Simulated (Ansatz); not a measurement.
Cost and result up the ladder for Si18H24, a nanocrystal cut from hexagonal silicon (42 atoms). Charge 0, multiplicity 1. Geometry: PBE-D4/def2-SVP.

```csv
atom,x (Å),y (Å),z (Å)
Si1,-4.0456,2.1525,0.1829
Si2,-2.7739,3.3730,-1.4012
Si3,-2.7797,0.3569,1.0262
Si4,-2.1386,-1.0433,-0.7519
Si5,-0.6379,2.4136,-1.6353
Si6,-0.8661,0.1790,-2.3336
Si7,-0.8801,-2.8501,0.0755
Si8,-0.2578,-4.2457,-1.7140
Si9,1.2610,-0.7927,-2.5862
Si10,1.0173,-3.0237,-3.2942
Si11,-0.8243,1.1914,2.0326
Si12,0.4480,2.4142,0.4513
Si13,0.4475,-0.5920,2.8901
Si14,1.0550,-1.9804,1.0913
Si15,2.5896,1.4666,0.2302
Si16,2.3273,-0.7573,-0.4899
Si17,2.3935,0.2582,3.9037
Si18,3.6654,1.4832,2.3232
H19,-5.3002,1.6307,-0.4728
H20,-4.4533,3.0657,1.3126
H21,-3.4857,3.3654,-2.7314
H22,-2.6451,4.8061,-0.9476
H23,-3.5686,-0.4401,2.0383
H24,-3.3729,-1.5678,-1.4488
H25,0.1958,3.1743,-2.6395
H26,-1.5978,0.1379,-3.6554
H27,-1.6929,-3.6053,1.1008
H28,-1.4910,-4.8004,-2.3830
H29,0.5570,-5.4062,-1.1986
H30,2.0691,0.0102,-3.5784
H31,0.3278,-3.0624,-4.6356
H32,2.3754,-3.6626,-3.4477
H33,-1.1985,2.1284,3.1579
H34,0.5761,3.8347,0.9510
H35,-0.3843,-1.3778,3.8763
H36,1.9097,-3.1179,1.6010
H37,3.3817,2.2408,-0.7971
H38,3.6847,-1.4116,-0.6053
H39,2.0201,1.1579,5.0557
H40,3.2247,-0.8775,4.4474
H41,3.8297,2.9044,2.8022
H42,5.0382,0.8702,2.1975
```

Ansatz on 2 threads of AMD EPYC 7R13 on a shared host and a share (18 GiB) of an NVIDIA H100 80GB HBM3. Times are rough, and most runs start from the orbitals of an earlier one. PBE0-D4/def2-TZVP serves as the yardstick here, not as an exact answer. Differences are given only for rows in sets of like size (and for xTB, whose basis is part of the method), since another set adds its own error. Binding counts from free atoms at the same level (Si triplet, H doublet; other spins of the atoms weren't run), without zero-point energy or a counterpoise term.

Single mean-field runs in def2-SVP, def2-TZVP are fitted with def2-universal-jkfit.

| level | functions | wall time | binding energy per atom (eV) | difference from PBE0-D4/def2-TZVP (eV) |
| --- | --- | --- | --- | --- |
| PBE-D4/def2-SVP | 444 | 4.4 s | 3.29 | – |
| PBE0-D4/def2-SVP | 444 | 4.8 s | 3.29 | – |
| PBE0-D4/def2-TZVP | 810 | 7 s | 3.29 | 0.00 |
| PBE-D4/def2-TZVP (with forces) | 810 | 11 s | 3.29 | 0.00 |
| r2SCAN-D4/def2-TZVP (with forces) | 810 | 12 s | 3.30 | 0.01 |
